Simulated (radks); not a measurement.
Task: Valence configurations of the argon ion Ar2+ (all share [Ne]). Method: non-relativistic Kohn-Sham, r2SCAN, spin-polarised, spherical densities, point nucleus; open shells are filled with parallel spins first; meta-GGA in the generalised Kohn-Sham scheme; computed with a radial shooting solver on a logarithmic mesh with Libxc functionals. Order these by energy: 3p6; 3s2 3p4; 3s1 3p5; 3s1.5 3p4.5; 3s0.5 3p5.5.

Result: From the lowest, in eV above it: 3s2 3p4 0.000; 3s1.5 3p4.5 7.733; 3s1 3p5 15.407; 3s0.5 3p5.5 24.589; 3p6 32.872. NIST lists [Ne] 3s2 3p4 as the ground configuration; this level of theory agrees among the configurations tried. The energies are those of spherical high-spin densities, not of single terms.
